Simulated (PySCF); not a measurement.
C8H6.

```xyz
14

C     -0.0651    -2.1715     0.0000
C      1.0957    -1.4760     0.0000
C      0.7338    -0.0383     0.0000
C      1.2284     1.2184     0.0000
C      0.0651     2.1715     0.0000
C     -1.0957     1.4760     0.0000
C     -0.7338     0.0383     0.0000
C     -1.2284    -1.2184     0.0000
H     -0.1665    -3.2586     0.0000
H      2.1046    -1.8896     0.0000
H      2.2763     1.5276     0.0000
H      0.1665     3.2586     0.0000
H     -2.1046     1.8896     0.0000
H     -2.2763    -1.5276     0.0000
```

The structure is a stationary point at ωB97X-D3(BJ)/def2-SVP.

Computed with HF/pcSseg-1 (PySCF). Non-relativistic, no solvent.

Computed absolute GIAO shielding of each atom: isotropic value and principal components (ppm):
```json
[
 {"atom": "C1", "σ(iso)": "47.7", "σ11": "-69.7", "σ22": "83.3", "σ33": "129.3", "span": "199.0"},
 {"atom": "C2", "σ(iso)": "54.2", "σ11": "-75.9", "σ22": "83.2", "σ33": "155.3", "span": "231.2"},
 {"atom": "C3", "σ(iso)": "37.1", "σ11": "-54.0", "σ22": "57.5", "σ33": "107.9", "span": "161.9"},
 {"atom": "C4", "σ(iso)": "50.2", "σ11": "-51.0", "σ22": "56.7", "σ33": "145.1", "span": "196.1"},
 {"atom": "C5", "σ(iso)": "47.7", "σ11": "-69.7", "σ22": "83.3", "σ33": "129.3", "span": "199.0"},
 {"atom": "C6", "σ(iso)": "54.2", "σ11": "-75.9", "σ22": "83.2", "σ33": "155.3", "span": "231.2"},
 {"atom": "C7", "σ(iso)": "37.1", "σ11": "-54.0", "σ22": "57.5", "σ33": "107.9", "span": "161.9"},
 {"atom": "C8", "σ(iso)": "50.2", "σ11": "-51.0", "σ22": "56.7", "σ33": "145.1", "span": "196.1"},
 {"atom": "H9", "σ(iso)": "26.4", "σ11": "23.8", "σ22": "26.9", "σ33": "28.4", "span": "4.6"},
 {"atom": "H10", "σ(iso)": "26.1", "σ11": "24.0", "σ22": "26.9", "σ33": "27.3", "span": "3.3"},
 {"atom": "H11", "σ(iso)": "26.3", "σ11": "23.9", "σ22": "26.9", "σ33": "28.1", "span": "4.2"},
 {"atom": "H12", "σ(iso)": "26.4", "σ11": "23.8", "σ22": "26.9", "σ33": "28.4", "span": "4.6"},
 {"atom": "H13", "σ(iso)": "26.1", "σ11": "24.0", "σ22": "26.9", "σ33": "27.3", "span": "3.3"},
 {"atom": "H14", "σ(iso)": "26.3", "σ11": "23.9", "σ22": "26.9", "σ33": "28.1", "span": "4.2"}
]
```
